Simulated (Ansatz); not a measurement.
Basis-set series for GeH$_{4}$NO, SMILES `[NH][GeH2][OH]` radical. Charge 0, multiplicity 2. Geometry: relaxed with PBE0-D4/def2-TZVP. It is one conformer, not always the lowest.

| functional | basis | functions | energy (Eh) | HOMO (eV) | LUMO (eV) |
| --- | --- | --- | --- | --- | --- |
| PBE0-D4 | def2-SVP | 80 | -2208.56305 | -7.83 | -2.96 |
| PBE0-D4 | def2-TZVPP | 166 | -2208.99430 | -8.09 | -3.21 |
| ωB97M-V | def2-SVP | 80 | -2208.79608 | -10.11 | -0.79 |
| ωB97M-V | def2-TZVPP | 166 | -2209.23191 | -10.40 | -1.15 |

**Question.** Give the rows for def2-QZVPP. (Best estimate.)

**Answer.** Computed: 
```json
{"functional": "PBE0-D4", "basis": "def2-QZVPP", "functions": "323", "energy (Eh)": "-2209.04768", "HOMO (eV)": "-8.14", "LUMO (eV)": "-3.27"}
{"functional": "ωB97M-V", "basis": "def2-QZVPP", "functions": "323", "energy (Eh)": "-2209.28383", "HOMO (eV)": "-10.45", "LUMO (eV)": "-1.25"}
```

HOMO and LUMO are taken over both spins. Scalar relativity is left out up to krypton.
